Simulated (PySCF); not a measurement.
C₄H₁₁Al (SMILES [CH3][AlH][CH](C)C), singlet, at a GFN2-xTB geometry (such geometries of metal compounds can be far from the true shape). Base run: HF/6-31G (PySCF).

Input for PySCF:
```python
from pyscf import gto, scf, solvent

mol = gto.M(
    atom='''
Al   -0.249109   -0.225418    1.012341
H    -1.186581   -1.397978    1.410979
C     0.117239    1.221832    2.325326
H     1.184262    1.461365    2.411049
H    -0.222014    0.933324    3.327800
H    -0.386502    2.166406    2.088614
C     0.444717   -0.367750   -0.883217
C     0.344854    0.943800   -1.677287
C    -0.378739   -1.480819   -1.551147
H     1.503274   -0.677794   -0.927433
H     0.744676    0.828223   -2.686246
H    -0.693719    1.265039   -1.759146
H     0.903314    1.736556   -1.178710
H    -0.331047   -2.394255   -0.952505
H    -0.018116   -1.705881   -2.555811
H    -1.427557   -1.186948   -1.621078
''',
    basis='6-31g',
    charge=0,
    spin=0,
    verbose=4,
)

mf = scf.RHF(mol)
mf.kernel()
mf.analyze()
```

Base: dipole (D) 0.67; HOMO-LUMO gap (eV) 11.36.

A changed run: ΔE vs base (kJ/mol) -11.75; dipole (D) 0.86; HOMO-LUMO gap (eV) 11.64.

**Question.** Name the change that produced these shifts.
(A) model = IEF-PCM; solvent = acetonitrile; vdw_scale = 1.1
(B) model = ddCOSMO; solvent = acetonitrile
(C) model = IEF-PCM; solvent = methanol
(D) model = IEF-PCM; solvent = dichloromethane
(E) model = SS(V)PE; solvent = acetonitrile

**Answer.** B, model = ddCOSMO; solvent = acetonitrile

The base is the gas phase, so ΔE is the electrostatic part of solvation at a fixed geometry, without cavity and dispersion terms.
